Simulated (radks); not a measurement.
Values are calculated unless marked as measured or tabulated.
Question: The mean radii <r> (bohr) of the occupied orbitals of an atom or ion are listed with their occupations. Level of theory: scalar-relativistic Kohn-Sham, exchange-only B88, spin-polarised, spherical densities, point nucleus (a radial shooting solver on a logarithmic mesh with Libxc functionals).

orbital  occ.      <r>
1s up       1  0.01773
1s down     1  0.01773
2s up       1  0.07488
2s down     1  0.07487
2p up       3  0.06726
2p down     3  0.06726
3s up       1   0.1938
3s down     1   0.1937
3p up       3   0.1944
3p down     3   0.1944
3d up       5   0.1761
3d down     5   0.1760
4s up       1   0.4284
4s down     1   0.4284
4p up       3   0.4539
4p down     3   0.4538
4d up       5   0.4772
4d down     5   0.4770
4f up       7   0.5016
5s up       1   0.8816
4f down     5   0.5011

Name the element and its charge. Open shells, if any, are filled with parallel spins first.

Answer: Z = 76, osmium, charge +17: Os17+ in [Kr] 4d10 4f12 5s1. The 1s radius gives Z: for a bare nucleus <r> = (2 gamma + 1)/(2Z) with gamma = sqrt(1 - (Z/c)^2), 0.01753 bohr for Z = 76, and screening makes it slightly larger (0.01773 here). The occupations add up to 59, and the charge is Z minus that.
